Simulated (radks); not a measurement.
Effect of the nuclear size on the holmium ion Ho3+, [Xe] 4f10. Calculated with a radial shooting solver on a logarithmic mesh with Libxc functionals: Dirac Kohn-Sham, BLYP, spin-unpolarised, spherical densities, finite nucleus; open shells fill j = l - 1/2 first; Fermi nuclear charge, rms radius 5.2022 fm. The rms radius is varied about that value; shifts are against it.

| rms radius (fm) | total energy shift (eV) | density at nucleus (e/bohr^3) | 1s1/2 shift (meV) | 2s1/2 shift (meV) | 4p1/2 shift (meV) | 5s1/2 shift (meV) | 5p1/2 shift (meV) | 4f7/2 shift (meV) | 6s1/2 (empty) shift (meV) |
|---|---|---|---|---|---|---|---|---|---|
| 4.5779 | -6.47 | 8.351e+05 | -2660 | -351 | 0.205 | -2.97 | 0.101 | 0.384 | -0.504 |
| 4.9837 | -2.33 | 8.154e+05 | -957 | -127 | 0.074 | -1.07 | 0.036 | 0.138 | -0.182 |
| 5.2022 | 0 | 8.056e+05 | 0.000 | 0.000 | 0.000 | 0.000 | 0.000 | 0.000 | 0.000 |
| 5.6652 | 5.18 | 7.866e+05 | 2130 | 281 | -0.163 | 2.38 | -0.081 | -0.307 | 0.404 |
| 5.8057 | 6.82 | 7.812e+05 | 2800 | 370 | -0.214 | 3.13 | -0.106 | -0.404 | 0.531 |

Slopes of the eigenvalues against <r^2> in GHz/fm^2, as finite differences over the two radii next to the reference (eigenvalue slopes, not the field-shift constants of lines): 1s1/2 103000, 2s1/2 13600, 4p1/2 -7.88, 5s1/2 115, 5p1/2 -3.90, 4f7/2 -14.8, 6s1/2 (empty) 19.5.
